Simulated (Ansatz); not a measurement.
Frontier orbitals of `C[B-]1(O)OC=CC=[O+]1`.

The species carries charge 0 and has multiplicity 1. Geometry: relaxed with PBE0-D4/def2-TZVP. It is one conformer, not always the lowest. Basis def2-TZVPP, the Gaussian-basis code of Ansatz.

Orbital energies of one run (eV). Highest occupied ones, from the top: -7.10, -7.78, -8.09, -8.62, -9.53, -9.97, -10.30, -10.81, -11.34, -11.73, -12.67, -12.84, -14.05, -14.79. Empty: -2.54, 0.82, 1.14, 1.24, 1.84, 2.32.

Question: Which functional gave them?
A. BHLYP
B. HSE06 (plane-wave form)
C. PBE0
D. LDA (SPW92)

Answer: B. HOMO energies: HSE06 -7.10, BHLYP -8.55, LDA (SPW92) -6.52, PBE0 -7.50 eV.
